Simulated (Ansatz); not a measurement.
Consider the cleavage of the Si–Si bond: `[SiH3][SiH2]Br` + `[BH2][AlH][OH]` → `[BH2][AlH][O][SiH3]` + `[SiH3]Br`.

Computed with Ansatz on PBE0-D4/def2-TZVP structures; ΔE is electronic, products minus reactants. CCSD(T)/CBS is the MP2 limit (def2-TZVPP, def2-QZVPP) plus CCSD(T) − MP2 in def2-TZVPP, frozen cores. Functionals use def2-TZVPP. B3LYP here is the variant with VWN-RPA as its local correlation; programs differ in this. HSE06 is defined as in plane-wave codes. For Br outer-core shells are correlated without core-valence functions, which leaves a few kJ/mol of doubt a bond. Scalar relativity is left out up to krypton. Each species was taken in one conformer, which may not be the lowest.

`[SiH3][SiH2]Br`:

Cartesian coordinates in Å:
```
Si 0.960 0.189 -0.718
Si -0.954 -0.299 0.530
Br -0.882 0.892 2.415
H 0.945 -0.588 -1.986
H 2.166 -0.176 0.069
H 0.989 1.641 -1.030
H -2.200 0.073 -0.187
H -1.025 -1.733 0.908
```

`[BH2][AlH][OH]`:

```xyz
7

B     0.884    1.250    0.074
Al   -0.034   -0.663    0.044
O    -1.706   -0.696   -0.273
H     0.983    1.906    1.073
H     1.365    1.753   -0.903
H     0.721   -2.046    0.295
H    -2.213   -1.505   -0.310
```

`[BH2][AlH][O][SiH3]`:

Cartesian coordinates in Å:
```
B -0.753 0.353 2.398
Al -0.443 1.198 0.477
O 0.154 0.192 -0.743
Si 0.729 -0.900 -1.795
H 0.099 0.330 3.242
H -1.797 -0.136 2.732
H -0.726 2.709 0.079
H 2.079 -0.495 -2.268
H 0.835 -2.240 -1.153
H -0.178 -1.011 -2.968
```

`[SiH3]Br`:

Z-matrix (Å, degrees):
```
Si
Br 1 2.219
H 1 1.480 2 108.4
H 1 1.481 2 108.4 3 -120.0
H 1 1.481 2 108.4 3 120.0
```

```json
{"level": "LDA (SPW92)", "ΔE (kJ/mol)": "-79.8", "difference from CCSD(T)/CBS": "24.6"}
{"level": "r2SCAN-D4", "ΔE (kJ/mol)": "-98.8", "difference from CCSD(T)/CBS": "5.6"}
{"level": "PBE0-D4", "ΔE (kJ/mol)": "-87.4", "difference from CCSD(T)/CBS": "17.0"}
{"level": "B3LYP-D4", "ΔE (kJ/mol)": "-104.7", "difference from CCSD(T)/CBS": "-0.3"}
{"level": "r2SCANh-D4", "ΔE (kJ/mol)": "-100.4", "difference from CCSD(T)/CBS": "4.0"}
{"level": "r2SCAN0-D4", "ΔE (kJ/mol)": "-102.8", "difference from CCSD(T)/CBS": "1.6"}
{"level": "HSE06-D4", "ΔE (kJ/mol)": "-87.2", "difference from CCSD(T)/CBS": "17.2"}
{"level": "CAM-B3LYP-D4", "ΔE (kJ/mol)": "-112.0", "difference from CCSD(T)/CBS": "-7.6"}
{"level": "PBE-QIDH", "ΔE (kJ/mol)": "-102.0", "difference from CCSD(T)/CBS": "2.4"}
{"level": "BLYP", "ΔE (kJ/mol)": "-101.0", "difference from CCSD(T)/CBS": "3.4"}
{"level": "r2SCAN", "ΔE (kJ/mol)": "-99.0", "difference from CCSD(T)/CBS": "5.4"}
{"level": "r2SCAN0", "ΔE (kJ/mol)": "-103.1", "difference from CCSD(T)/CBS": "1.3"}
{"level": "LC-ωPBE", "ΔE (kJ/mol)": "-97.4", "difference from CCSD(T)/CBS": "7.0"}
{"level": "CCSD(T)/def2-SVP", "ΔE (kJ/mol)": "-102.8", "difference from CCSD(T)/CBS": "1.6"}
{"level": "SCS-MP2/def2-TZVPP", "ΔE (kJ/mol)": "-118.2", "difference from CCSD(T)/CBS": "-13.8"}
{"level": "HF/def2-QZVPP", "ΔE (kJ/mol)": "-139.0", "difference from CCSD(T)/CBS": "-34.6"}
{"level": "CCSD(T)/CBS", "ΔE (kJ/mol)": "-104.4", "difference from CCSD(T)/CBS": "0"}
```

Task: What do rigid-rotor, harmonic-oscillator terms from PBE0-D4/def2-TZVP frequencies (298.15 K, 1 bar) make of the CCSD(T)/CBS value? (An estimate is asked.)

Result: Ansatz gave: ΔZPE = -2.8 kJ/mol, ΔH = -107.1 kJ/mol, ΔS = 15 J/(mol·K), ΔG = -111.6 kJ/mol. Modes under 50 cm⁻¹ make the entropy rough.

Largest T1 diagnostic among the species: 0.012.

Leaving LDA and LC-ωPBE aside and taking each functional with its dispersion term where it has one, the values, not all of them listed here, spread over 39.0 kJ/mol, from BHLYP-D4 to PBE-D4. In def2-TZVPP, CCSD(T) changes the Hartree–Fock value by +30.5 kJ/mol (the triples alone add +4.2 kJ/mol) and MP2 by +24.3 kJ/mol. From BLYP to BHLYP (50 % exact exchange), in def2-TZVPP and without D4, ΔE moves by −18.9 kJ/mol.
